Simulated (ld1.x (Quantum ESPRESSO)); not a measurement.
Configuration tests for Al (Z = 13) (TM)

Al, norm-conserving Troullier–Martins (Kleinman–Bylander form), made with ld1.x (Quantum ESPRESSO) 7.5 (PBE, scalar-relativistic). Core [Ne], reference 3s1.5 3p0 (charge +1.5). Waves: 3s (bound): rc 1.40 bohr; 3p (bound, empty): rc 1.95 bohr. Local part: all-electron potential smoothed inside 1.15 bohr (lloc = -1). Core correction: none.

Energies are relative to the spin-unpolarised reference configuration 3s1.5 3p0; without spin polarisation the order of configurations can differ from experiment.

| valence configuration | charge | ΔE all-electron (eV) | error AE − PS (meV) |
| --- | --- | --- | --- |
| 3s2 3p1 | 0 | -14.256 | +32 |
| 3s2 3p0 | +1 | -8.494 | +12 |
| 3s1 3p0 | +2 | 10.731 | +20 |
| 3s2 3p0.5 | +0.5 | -12.170 | +24 |
| 3s1 3p1 | +1 | -2.684 | +11 |
| 3s1 3p2 | 0 | -9.116 | +22 |

(1) What are ΔE and the potential's error for 3s2 3p1.3?

Levels in the configuration 3s2 3p0:

```json
{"level": "3s", "all-electron (eV)": "-14.810", "pseudo (eV)": "-14.851"}
```

Results:

(1) ΔE = -14.830 eV all-electron; the error (AE − PS) is +34 meV.
